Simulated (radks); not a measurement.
Excited configurations of Tl+: one electron is placed in a higher orbital outside [Xe] 4f14 5d10 6s1. The ground configuration is [Hg]. Calculated with a radial shooting solver on a logarithmic mesh with Libxc functionals: Dirac Kohn-Sham, PBEsol, spin-unpolarised, spherical densities, finite nucleus; open shells fill j = l - 1/2 first; Fermi nuclear charge, rms radius 5.4759 fm. Excitation = E - E(ground); binding = E(ion) - E, where the ion is the core of charge +2; n* = 2/sqrt(2 binding) in atomic units, and the quantum defect is n - n*.

outer orbital  excitation (eV)  binding (eV)     n*  quantum defect  <r> (bohr)
5f5/2                   17.313         3.524  3.930           1.070       8.513
6p1/2                    7.167        13.671  1.995           4.005       2.928
6d3/2                   14.946         5.892  3.039           2.961       5.583
6f5/2                   18.438         2.400  4.762           1.238       14.42
7s1/2                   13.458         7.380  2.716           4.284       5.747
7p1/2                   15.049         5.789  3.066           3.934       6.885
7d3/2                   17.335         3.503  3.942           3.058       10.68
7f5/2                   19.116         1.722  5.622           1.378       21.67

The Delta-SCF ionisation energy is 20.838 eV (NIST Atomic Spectra Database: 20.428 eV, measured). Self-interaction in the functional shifts the binding energies and quantum defects, so they are the method's values and not measured ones. Spin polarisation and multiplet splitting are left out, so open shells lie too high by an amount that depends on their filling.

Beside tabulated values, note that spin-unpolarised runs miss the spin-polarisation part of the exchange energy of open shells.
